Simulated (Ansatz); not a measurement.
Cost and result for the atomization energy of HI$_{3}$Sn, SMILES `[I][SnH]([I])[I]` (5 atoms, 4 bonds).

```tsv
atom	x (Å)	y (Å)	z (Å)
I1	0.874	-1.624	1.836
Sn2	-0.180	0.070	0.069
I3	1.505	2.102	-0.296
I4	-0.525	-1.198	-2.250
H5	-1.674	0.650	0.641
```

Total charge 0; spin multiplicity 1. Correlated methods include outer-core shells of I, Sn, which these sets cover unevenly. I, Sn takes the def2 core potential. All single points use the PBE0-D4/def2-TZVP geometry. Program: Ansatz. All runs use 4 threads of an Arm Neoverse V2 on a shared host. Times are those of one run each, without the atoms' runs, and a repeat can differ threefold. Electronic energies, without spin–orbit coupling; frozen cores. CCSD(T)/CBS adds CCSD(T) − MP2 in def2-TZVPP to the MP2 limit, and its time is that of the two runs behind it. T1 = 0.009. With those shells the extrapolation isn't a true limit. B3LYP takes the VWN-RPA correlation (the form of Gaussian; ORCA's B3LYP/G).

CCSD(T)/CBS is a level of theory with its own doubt, some kJ/mol a heavy atom from the limit and from the frozen cores, so smaller differences don't rank the functionals.

| level | functions | wall time | atomization (kcal/mol) | difference from CCSD(T)/CBS | per bond |
| --- | --- | --- | --- | --- | --- |
| revPBE-D4/def2-TZVPP | 214 | 2 s | 233.0 | -18.6 | -4.7 |
| BLYP-D4/def2-TZVPP | 214 | 2.3 s | 231.3 | -20.3 | -5.1 |
| CAM-B3LYP-D4/def2-TZVPP | 214 | 4.5 s | 230.0 | -21.6 | -5.4 |
| r2SCAN-D4/def2-TZVPP (with forces) | 214 | 5.5 s | 240.7 | -10.9 | -2.7 |
| B3LYP-D4/def2-TZVPP (with forces) | 214 | 6 s | 233.2 | -18.4 | -4.6 |
| BHLYP-D4/def2-TZVPP | 214 | 6 s | 230.3 | -21.3 | -5.3 |
| B2PLYP/def2-TZVPP | 214 | 8 s | 229.2 | -22.4 | -5.6 |
| PBE-QIDH/def2-TZVPP | 214 | 8 s | 239.6 | -12.0 | -3.0 |
| ωB97M-V/def2-TZVPP (with forces) | 214 | 15 s | 231.6 | -20.0 | -5.0 |
| CCSD(T)/def2-SVP | 109 | 15 s | 211.1 | -40.5 | -10.1 |
| MP2/def2-QZVPP | 358 | 16 s | 252.6 | 1.0 | 0.3 |
| CCSD(T)/def2-TZVPP | 214 | 7 min | 230.4 | -21.2 | -5.3 |
| CCSD(T)/CBS(def2) | – | 7.2 min | 251.6 | 0.0 | 0.0 |

From r2SCAN to r2SCAN0 (25 % exact exchange), in def2-TZVPP and without D4, the atomization energy moves by −5.0 kcal/mol: exact exchange takes away binding that semilocal exchange gives to molecules. Leaving LDA and LC-ωPBE aside and taking each functional with its dispersion term where it has one, the values, not all of them listed here, spread over 14.4 kcal/mol, from B2PLYP to PBE-D4. LDA lies +45.4 kcal/mol from PBE without D4, its usual overbinding. In def2-TZVPP, CCSD(T) changes the Hartree–Fock value by +74.8 kcal/mol (the triples alone add +8.7 kcal/mol) and MP2 by +84.3 kcal/mol; breaking electron pairs costs correlation energy, which Hartree–Fock lacks.

Spin–orbit coupling would lower the free I, Sn atoms strongly, and the atomization energy with them, by more than many differences here. For some Ge, Se and Sn compounds the MP2-based and the directly extrapolated limit differ by 10 to 25 kJ/mol.
